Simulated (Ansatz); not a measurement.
OY (SMILES [O]=[Y]), doublet, geometry from GFN2-xTB (such geometries of metal compounds can be far from the true shape) (core potentials on Y), atoms displaced at random by about 0.08 Å a coordinate; HF/def2-SVP, gradient (Ansatz, a program for electronic structure).

Input for Ansatz:
Ansatz 0.2 input:
```yaml
crystal:
  periodic: [false, false, false]
  atoms:
    - {symbol: Y, position_ang: [-0.13215340, -0.04695211, -0.22812728]}
    - {symbol: O, position_ang: [-0.05312406, -0.08208814, 1.57228226]}
basis:
  gaussian:
    orbitals: def2-SVP
hamiltonian:
  xc: hf
magnetization: {spin_polarized: true, initial_magnetization: 1}
output: {forces: true}
```

The log (banner, timings and long lists left out):

```
Functional definition: HF
441 factors; integrals over basis functions are off by at most 5.1e-4 eV
mean field evaluation 1: about -3056.8422 eV, gradient 4.4e1 eV
mean field evaluation 2: about -3056.8801 eV, gradient 4.4e1 eV
mean field evaluation 4: about -3065.6996 eV, gradient 3.5e0 eV
mean field evaluation 8: about -3065.9178 eV, gradient 3.5e-1 eV
mean field evaluation 16: about -3065.9259 eV, gradient 5.1e-5 eV
mean field evaluation 32: about -3058.4284 eV, gradient 2.6e1 eV
mean field evaluation 64: about -3063.0054 eV, gradient 2.2e0 eV
mean field evaluation 96: about -3061.2674 eV, gradient 1.7e1 eV
mean field evaluation 128: about -3060.9849 eV, gradient 1.9e1 eV
mean field evaluation 160: about -3062.4085 eV, gradient 9.7e0 eV
mean field -3065.92590379 eV, -112.6706988051 hartree, gradient 5.1e-5 eV, S^2 0.754401; 0 other end points of the search recorded, 0 dependent functions left out
the calculation of the forces begins
reference -3065.92590379 eV, -112.6706988051 hartree; 10, 9 occupied and 35, 36 virtual orbitals, 441 factors
Total energy: -3065.92590379 eV, -112.6706988051 hartree
Atom 0 at    -0.132153    -0.046952    -0.228127 Å, force     0.024445    -0.010868     0.556889 eV/Å
Atom 1 at    -0.053124    -0.082088     1.572282 Å, force    -0.024445     0.010868    -0.556889 eV/Å
Dipole moment:    -0.046934     0.020867    -1.069230 e Å
```
